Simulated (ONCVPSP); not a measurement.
**What one change does to a pseudopotential (sulfur, ONCV)**

ONCVPSP 4.0.1 input, shortened (lines: element, Z, core and valence counts, functional; n l f; lmax; l rc ep ncon nbas qcut; lloc lpopt rc5 dvloc0; l nproj debl; icmod fcfact rcfact), PBE, non-relativistic:

```
  S 16.00    3    2        4      upf
    1    0    2.00
    2    0    2.00
    2    1    6.00
    3    0    2.00
    3    1    4.00
    2
    0    1.60    0.00    5    8    4.50
    1    1.70    0.00    4    8    4.70
    2    1.70    0.16    4    8    5.80
    4    5    1.25    3.00
    0    2    3.30
    1    2    1.30
    2    2    2.10
    3    2.00    1.10
```

Change: core correction Teter function, fcfact 2, rcfact 1.8.

Cutoffs: the cutoffs (Ha) at which the residual kinetic energy of the hardest occupied pseudo-wave falls to 1 and 0.1 mHa per electron; they do not see the model core or the augmentation charge, which bear on the density cutoff. Errors are all-electron minus pseudo energies relative to the spin-unpolarised reference configuration.

Predict the effect on cutoff, ghosts and configuration errors.

The potential gets neither clearly harder nor softer (22 Ha and 54 Ha → 22 Ha and 54 Ha); of the 4 tests that both files solve, the error grows in 2 and shrinks in 0 by more than 15 % and 0.3 meV (median size 2.2 → 2.6 meV); neither file shows a bound ghost. A model core, the more so a compact one, raises the density cutoff, which this test does not measure.

```tsv
quantity	base	changed
cutoff, loose	22 Ha	22 Ha
cutoff, tight	54 Ha	54 Ha
bound ghosts	none	none
GHOST(+) flags under 300 eV	none	none
error for 3s2 3p3, meV [ΔE 11.78 eV]	+0.1	-0.2
error for 3s2 3p2, meV [ΔE 34.08 eV]	+4.3	-5.0
error for 3s2 3p1, meV [ΔE 68.13 eV]	+26	-32
error for 3s2 3p3.5, meV [ΔE 4.67 eV]	0.0	0.0
s: phases at 1.62 bohr within 0.05 rad from the reference energy up to (Ha; the scan ends near 5)	4.8	4.8
p: phases at 1.72 bohr within 0.05 rad from the reference energy up to (Ha; the scan ends near 5)	4.0	4.0
d: phases at 1.72 bohr within 0.05 rad from the reference energy up to (Ha; the scan ends near 5)	to the end of the scan	to the end of the scan
rms error of d²Exc/dni dnj with the model core, mHa	0.88	2.19
```
